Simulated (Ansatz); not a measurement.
Consider the ligand exchange at the Al–C bond: `CC[CH](C)[AlH2]` + `C/C=C/N` → `C/C=C\[NH][AlH2]` + `CCCC`.

Computed with Ansatz on PBE0-D4/def2-TZVP structures; ΔE is electronic, products minus reactants. CCSD(T)/CBS adds triple-zeta CCSD(T) − MP2 to the extrapolated MP2 energy (def2 sets, frozen cores). Double bonds are as drawn, so ΔE can hold a change between cis and trans. Functionals use def2-TZVPP. B3LYP here is the variant with VWN-RPA as its local correlation; programs differ in this. Each species was taken in one conformer, which may not be the lowest.

| level | ΔE (kcal/mol) |
| --- | --- |
| B3LYP | -32.7 |
| HF/def2-TZVPP | -34.2 |

Task: What does CCSD(T)/CBS give? (Estimate.)

Result: The calculation gave: -31.6 kcal/mol. The listed levels differ from it by -1.1, -2.6 kcal/mol.

Largest T1 diagnostic among the species: 0.012.

The D4 term adds +0.9 kcal/mol with B3LYP and +0.5 kcal/mol with PBE0; it sums over pairs of atoms, weighted by their polarisabilities, and B3LYP, whose exchange is more repulsive, gets the larger term. In def2-TZVPP, CCSD(T) changes the Hartree–Fock value by +2.3 kcal/mol (the triples alone add +0.3 kcal/mol) and MP2 by +1.7 kcal/mol.
